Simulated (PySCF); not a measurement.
Field gradients at the hydrogen positions

Compound: C₅H₅F₃.
Atom-mapped SMILES: `[F:1][C:2]1=[C:3]([F:4])[CH2:5][CH:6]([F:7])[CH2:8]1` (hydrogens: H9, H10 on C5; H11 on C6; H12, H13 on C8)

Geometry (GFN2-xTB, Å), atoms numbered from 1 in this order:
```
atom  x, y, z in Å
F1     2.6303    0.4158   -0.2175
C2     1.3003    0.2991   -0.1384
C3     0.4027    1.2739   -0.1241
F4     0.6278    2.5909   -0.1873
C5    -1.0022    0.7592   -0.0408
C6    -0.8172   -0.7548    0.1602
F7    -1.1525   -1.0854    1.4561
C8     0.6726   -1.0600   -0.0718
H9    -1.5614    0.9881   -0.9496
H10   -1.5374    1.1920    0.8067
H11   -1.4799   -1.3538   -0.4716
H12    0.8389   -1.6166   -0.9959
H13    1.0737   -1.6477    0.7563
```

Level: B3LYP/pcJ-1 (PySCF, non-relativistic); Q(2H) = 0.00286 b; rigid geometry, the same for H and D, with no vibrational averaging.

Problem. Give the electric field gradient Vzz (the principal value of largest size), its asymmetry and the 2H coupling at each hydrogen.

Solution. 
| atom | bonded to | bond length (Å) | Vzz (au) | η | χzz (kHz) |
| --- | --- | --- | --- | --- | --- |
| H9 | C5 | 1.091 | 0.2916 | 0.03 | 196 |
| H10 | C5 | 1.092 | 0.2888 | 0.02 | 194 |
| H11 | C6 | 1.094 | 0.2766 | 0.06 | 186 |
| H12 | C8 | 1.092 | 0.2915 | 0.03 | 196 |
| H13 | C8 | 1.092 | 0.2889 | 0.02 | 194 |

Problem. A static deuteron (I = 1) shows a doublet split by (3/2)χ, (3/4)χ(1 + η) and (3/4)χ(1 − η) with the field along z, y and x of the gradient. What are these for H11?

Solution. With |χ| = 185.9 kHz and η = 0.061: 279, 148 and 131 kHz, to first order and without motion.

Geometry: GFN2-xTB; no solvent, vibrations or thermal averaging. GFN2-xTB bond lengths can be off by several hundredths of an ångström, more for odd bonds, and the gradients follow them. These gradients aren't converged with respect to the basis.

These values come from a run that also computed spin–spin couplings. On one thread of an Arm Neoverse V1, shared host with 32 logical CPUs at a one-minute load of 6.4, this took 63 s wall and 1.0 GiB of memory at its peak.
